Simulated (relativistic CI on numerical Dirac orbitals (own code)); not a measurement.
# d1 to d9 in one octahedral field

Computed with a parametric ligand-field model without spin-orbit coupling, by exact diagonalisation: B = 750, C = 3410, 10Dq = 9100 cm⁻¹ (Oh; |10Dq|/B = 12.1) for every shell. Energies in cm⁻¹; the field energy is (0.6 n_e − 0.4 n_t2) × 10Dq of the ground term; g labels are left out.

```csv
Shell,Ground term,Electrons in e,Field energy,First spin-allowed bands,Lowest term of other spin
d1,2T2,0.000,-3640,2E 9100,
d2,3T1,0.065,-6687,"3T2 8038, 3A2 17138",1T2 11766
d3,4A2,0.000,-10920,"4T2 9100, 4T1 14624",2E 15361
d4,5E,1.000,-5460,5T2 9100,3T1 10440
d5,6A1,2.000,0,none,4T1 17905
d6,5T2,2.000,-3640,5E 9100,3T1 9850
d7,4T1,2.065,-6687,"4T2 8038, 4A2 17138",2E 6745
d8,3A2,2.000,-10920,"3T2 9100, 3T1 14624",1E 12470
d9,2E,3.000,-5460,2T2 9100,
```

Every shell keeps the spin of the free ion. Only d4 to d7 can choose; the field needed to pair spins is smallest for d6 and largest for d5, which loses most exchange energy. In the strong-field picture 10Dq must exceed about 6B + 5C = 21550 (d4), 7.5B + 5C = 22675 (d5), 2.5B + 4C = 15515 (d6) and 4B + 4C = 16640 (d7); mixing of terms shifts these bounds somewhat. High-spin d^(n+5) repeats the spin-allowed bands of d^n, since the half-filled shell is spherical.
